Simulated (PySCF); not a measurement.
Si(vinyl)2(tBu)2, C12H24Si.
Bonds: Si1–C2, Si1–C7, Si1–C12, Si1–C25, C2–C3, C7–C8, C12–C13, C12–C14, C12–C15, C25–C26, C25–C27, C25–C28. Hydrogens: H4 on C2; H5, H6 on C3; H9 on C7; H10, H11 on C8; H16, H17, H18 on C13; H19, H20, H21 on C14; H22, H23, H24 on C15; H29, H30, H31 on C26; H32, H33, H34 on C27; H35, H36, H37 on C28.

Computed by this run: PBE0-D3(BJ)/def2-SVP geometry optimisation, gas phase (PySCF 2.14.0); density fitting, grid level 1; the optimiser is geomeTRIC in internal coordinates, started from a GFN2-xTB structure with every atom displaced at random (about 0.03 Å).

Step 0: E = -20681.7779 eV
```
atom  x, y, z in Å  |  force x, y, z in eV/Å
Si1     0.3747   -0.0772    0.2233   -1.208   1.887  -0.051
C2      0.3151   -0.0523    2.0991    0.632  -0.200  -4.080
C3      1.2308   -0.5837    2.8160    4.312  -2.136   2.035
H4     -0.4187    0.3979    2.6119   -3.489   1.938   1.832
H5      2.1567   -1.0404    2.3617   -0.801   0.221   0.385
H6      1.2444   -0.5824    3.9143   -0.143   0.015  -0.003
C7      2.1007    0.0298   -0.4953   -0.321   1.123   3.029
C8      3.1619    0.6076    0.0841   -4.628  -0.019   2.686
H9      2.2228   -0.3948   -1.4135    0.519  -1.411  -3.131
H10     3.0236    1.0457    1.0995    0.359  -0.137  -0.572
H11     4.0731    0.5994   -0.3195    4.175   0.171  -1.901
C12    -0.5040    1.6604   -0.3198   -2.014  -0.941  -1.010
C13     0.0026    2.8230    0.4583    3.446  -1.327   1.387
C14    -2.0831    1.6579   -0.0967    1.660  -0.521  -1.164
C15    -0.2523    1.9140   -1.8144    0.954   0.765  -0.608
H16    -0.3324    3.7933    0.2032   -0.896   1.318  -0.706
H17    -0.1076    2.6902    1.5404   -0.415   0.025   0.243
H18     1.1372    2.8492    0.3651   -0.863   0.204  -0.087
H19    -2.2818    1.3994    0.9248   -0.489   0.031   0.974
H20    -2.5913    0.9334   -0.7398   -0.028  -0.340  -0.100
H21    -2.5050    2.6277   -0.3860    0.018   0.300   0.289
H22    -0.6371    1.1161   -2.4841   -0.039   0.321   0.246
H23     0.8537    2.0292   -2.0609   -0.949  -0.246   0.396
H24    -0.6903    2.9125   -2.1215    0.071  -0.846   0.155
C25    -0.4641   -1.6959   -0.3386   -2.837   1.415  -0.118
C26    -0.9005   -1.6163   -1.8355    0.678  -2.007   0.624
C27    -1.7867   -1.9952    0.5149    1.687   2.321  -1.999
C28     0.5045   -2.7714   -0.0531    0.146   0.637  -2.470
H29    -1.2389   -2.6548   -2.1576   -0.012   0.965   0.253
H30    -1.6631   -0.8804   -2.0936   -0.192   0.155   0.224
H31    -0.0157   -1.4449   -2.4397    0.414   0.329  -0.529
H32    -2.5097   -1.2117    0.2589   -0.219   0.085   0.291
H33    -1.5435   -1.9529    1.5487   -0.015  -0.264   1.361
H34    -2.2005   -2.9101    0.1790   -0.496  -1.543  -0.155
H35     0.7485   -2.8021    0.9408    0.899  -0.107   3.072
H36     1.3937   -2.6662   -0.6542    0.811  -0.049  -0.312
H37     0.0478   -3.6776   -0.3099   -0.724  -2.132  -0.484
```

Question: Estimate the geometry and energy of step 1. (The exact step hangs on the optimiser's Hessian estimate; all steps are aligned on step 0, rigid shifts and turns removed.)

Answer: E = -20683.3714 eV, largest force 0.867 eV/Å
```
atom  x, y, z in Å  |  force x, y, z in eV/Å
Si1     0.3462   -0.0221    0.2107   -0.039   0.239   0.105
C2      0.3573   -0.0079    2.0949    0.381  -0.189   0.111
C3      1.2778   -0.5506    2.9073   -0.017  -0.094   0.176
H4     -0.4854    0.4849    2.5952   -0.089   0.040  -0.006
H5      2.1733   -1.0912    2.5745   -0.080   0.125  -0.308
H6      1.1905   -0.5105    4.0014   -0.125   0.085  -0.036
C7      2.0799    0.0451   -0.4988   -0.072  -0.045   0.527
C8      3.1179    0.6235    0.1217    0.271  -0.021  -0.567
H9      2.2368   -0.3907   -1.4957    0.113   0.109   0.018
H10     3.0946    1.0879    1.1126   -0.291  -0.101   0.049
H11     4.0823    0.6913   -0.3911    0.176  -0.021   0.050
C12    -0.5097    1.6201   -0.3289   -0.712  -0.282  -0.285
C13     0.0702    2.7732    0.4733    0.760   0.008   0.417
C14    -2.0345    1.5565   -0.0815    0.462  -0.104  -0.166
C15    -0.2732    1.8686   -1.8203    0.334   0.220  -0.097
H16    -0.3531    3.7443    0.1700   -0.129   0.010  -0.047
H17    -0.0792    2.6529    1.5607   -0.200   0.047  -0.103
H18     1.1704    2.8508    0.3546   -0.203  -0.020  -0.149
H19    -2.2560    1.3133    0.9687   -0.157   0.109   0.016
H20    -2.5220    0.8014   -0.7205    0.038   0.052   0.074
H21    -2.4786    2.5310   -0.3414   -0.118   0.055   0.145
H22    -0.6754    1.0731   -2.4629   -0.064   0.019   0.024
H23     0.8016    1.9628   -2.0506   -0.014  -0.060   0.047
H24    -0.7303    2.8250   -2.1326   -0.116  -0.041   0.016
C25    -0.4984   -1.6430   -0.3682   -0.499   0.046   0.199
C26    -0.8751   -1.5865   -1.8494    0.420  -0.377  -0.052
C27    -1.7885   -1.8841    0.4591    0.499   0.284  -0.560
C28     0.4762   -2.7963   -0.1134   -0.009   0.011  -0.111
H29    -1.2697   -2.5692   -2.1684   -0.135   0.067   0.012
H30    -1.6315   -0.8212   -2.0590   -0.067   0.027  -0.066
H31     0.0065   -1.4058   -2.4904   -0.090   0.131   0.027
H32    -2.5293   -1.0969    0.2527   -0.025  -0.078   0.117
H33    -1.5708   -1.8888    1.5355   -0.104  -0.172   0.068
H34    -2.2264   -2.8416    0.1377   -0.095  -0.130   0.214
H35     0.7572   -2.8511    0.9478    0.066  -0.026   0.070
H36     1.3993   -2.7093   -0.7096   -0.004   0.064   0.051
H37     0.0147   -3.7627   -0.3851   -0.065   0.013   0.024
```

The energy changes by -1.5934 eV. The first-order estimate −F·Δx gives -3.2286 eV and the mean of the old and new forces, exact on a quadratic surface, -1.6373 eV. The step makes an angle of 68° with the force vector and moves no atom by more than 0.219 Å.

What follows is the cost of the whole optimisation. Time: 7.7 min wall, 17 min CPU; peak memory 2.8 GiB. Hardware: 2 threads, Intel Xeon Platinum 8488C (x86_64), no GPU, shared host.
